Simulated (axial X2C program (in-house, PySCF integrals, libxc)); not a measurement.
**Worked dissociation energy of TiI: PBE50, without spin–orbit coupling**

Calculated with an in-house all-electron X2C program for linear molecules (integrals from PySCF). Spin-free means the one-electron spin-free X2C Hamiltonian. Basis: I dyall-cv3z [11s12p8d4f1g], Ti dyall-cv3z [10s10p6d4f2g] (cores contracted in-house); Gaussian nuclei, density fitting, unrestricted open shells. Masses: I 126.904 u, Ti 47.948 u.

Molecular state: M_S = 3/2, Λ = 3 (beyond evenly filled blocks: σα, π+α, δ+α).

| Quantity | Value |
| --- | --- |
| E(I) (2M_S = 1, M_L = 0) | -7115.409325 hartree |
| E(Ti) (2M_S = 2, M_L = 2) | -853.560177 hartree |
| E(TiI) at Re | -7969.092409 hartree |
| ωe | 255.0 cm⁻¹ |
| ωexe | 0.612 cm⁻¹ |

Task: Work out De and D0.

Result: De = -7115.409325 + (-853.560177) − (-7969.092409) = 0.12291 hartree = 3.344 eV. The zero-point energy is ωe/2 − ωexe/4 = 127 cm⁻¹ = 0.016 eV, so D0 = 3.329 eV.

Occupations by symmetry block were frozen at the best pattern of an incomplete PBE0 search. Dissociation energies refer to the lowest single-determinant-based atoms at the same level and basis. Other states lie close and PBE0, whose exact exchange favours high spin, may order them wrongly; the determinant shown need not be the ground state. The nearest other spin-free determinant of the search, M_S = 3/2, Λ = 0, lies 0.09 eV up at the distance of the search. The functionals have no current-density term, which raises determinants with orbital currents, atoms included. Spin-free De lacks the spin–orbit lowering of the heavy p-block atom, a tenth of an eV or more for 4p and 5p, up to an eV for 6p and one to two eV for 7p atoms, less what an open-shell molecule gains itself.

Each atomic determinant is the lowest at this level and need not be a pure term. Totals compare only within one Hamiltonian and basis.
